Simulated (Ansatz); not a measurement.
These are Ansatz (a first-principles code) with frozen-core CCSD(T)/cc-pVQZ // PBE0-D3(BJ)/def2-TZVP values and carry that method's errors.

Ansatz 0.2 input:
```yaml
crystal:
  periodic: [false, false, false]
  atoms:
    - { symbol: C, position_ang: [-0.606161, 0.002802, -0.123588] }
    - { symbol: C, position_ang: [0.68612, -0.003168, -0.291088] }
    - { symbol: S, position_ang: [2.224113, -0.010286, -0.49048] }
    - { symbol: H, position_ang: [-1.181972, 0.900451, -0.315663] }
    - { symbol: H, position_ang: [-1.122104, -0.8898, 0.210015] }
basis:
  gaussian: { orbitals: cc-pVQZ }
correlation:
  method: ccsd_t
```

Output:

```
Functional definition: HF
1353 factors; integrals over basis functions are off by at most 9.6e-4 eV
mean field evaluation 1: about -12908.0562 eV, gradient 2.4e1 eV
mean field evaluation 2: about -12908.0585 eV, gradient 2.4e1 eV
mean field evaluation 4: about -12909.7886 eV, gradient 3.2e0 eV
mean field evaluation 8: about -12909.8523 eV, gradient 2.3e-1 eV
mean field evaluation 16: about -12909.8401 eV, gradient 1.2e0 eV
mean field -12909.85308758 eV, -474.4283503557 hartree, gradient 8.2e-6 eV, S^2 0.000000; 0 other end points of the search recorded, 0 dependent functions left out
7 core orbitals not correlated
reference -12909.85308758 eV, -474.4283503557 hartree; 8, 8 occupied and 214, 214 virtual orbitals, 1353 factors
second order -14.00603878 eV of doubles, -0.00000000 eV of singles
cycle   1  -13.94601325 eV  change    6.0e-2 eV  update   1.1e-1
cycle   2  -14.34929325 eV  change   -4.0e-1 eV  update   3.7e-2
cycle   3  -14.46645213 eV  change   -1.2e-1 eV  update   1.9e-2
cycle   4  -14.45849702 eV  change    8.0e-3 eV  update   5.2e-3
cycle   5  -14.45731990 eV  change    1.2e-3 eV  update   2.4e-3
cycle   6  -14.45788232 eV  change   -5.6e-4 eV  update   7.7e-4
cycle   7  -14.45765193 eV  change    2.3e-4 eV  update   3.1e-4
cycle   8  -14.45772062 eV  change   -6.9e-5 eV  update   1.1e-4
cycle   9  -14.45777949 eV  change   -5.9e-5 eV  update   4.5e-5
cycle  10  -14.45776461 eV  change    1.5e-5 eV  update   1.7e-5
perturbative correction -0.84822048 eV, -0.0311715278 hartree
Total energy: -12925.15907267 eV, -474.9908349330 hartree
```

Cost: very roughly 30 core-seconds.
